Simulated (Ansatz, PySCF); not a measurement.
Donor–acceptor adduct: AlH3 (SMILES [AlH3]) (first 4 atoms) with AsH3 (SMILES [AsH3]); geometry from B3LYP-D3(BJ)/def2-TZVP, rigid monomers moved along the line of their centres of mass till Al1···As5 is 2.40 Å.
(charge 0, multiplicity 1):
```xyz
8

Al     0.282     0.625     0.561
H     -0.540    -0.293    -0.441
H     -0.247     2.091     0.870
H      1.812     0.289     0.830
As    -0.558    -0.378     2.575
H     -0.093     0.122     3.923
H     -0.339    -1.850     2.839
H     -2.040    -0.357     2.872
```

Interaction energies are E(AB) − E(A) − E(B) at the monomers' geometry in the complex; basis-set methods are counterpoise corrected.

Cores are frozen in the correlated methods. Filled d and f shells under p-block atoms count as core. CBS(a, b) extrapolates the correlation energy as X⁻³ and adds the Hartree–Fock energy of set b.

Run with Ansatz (Gaussian orbitals); PySCF for the dispersion terms. 

The comparison value is -46.7 kJ/mol (CCSD(T)/CBS(def2-SVPD, def2-TZVPPD)). It is a level with limits of its own, not the exact answer.

Q: Order these levels by how close they come to the comparison value for the interaction energy, closest first: PBE0-D3(BJ)/def2-TZVPPD, PBE/def2-TZVPPD, r2SCAN/def2-TZVPPD. Give each level's value less the comparison value.

A: PBE/def2-TZVPPD (-7.1 kJ/mol), r2SCAN/def2-TZVPPD (-12.7 kJ/mol), PBE0-D3(BJ)/def2-TZVPPD (-16.1 kJ/mol)

Ansatz is a first-principles code.
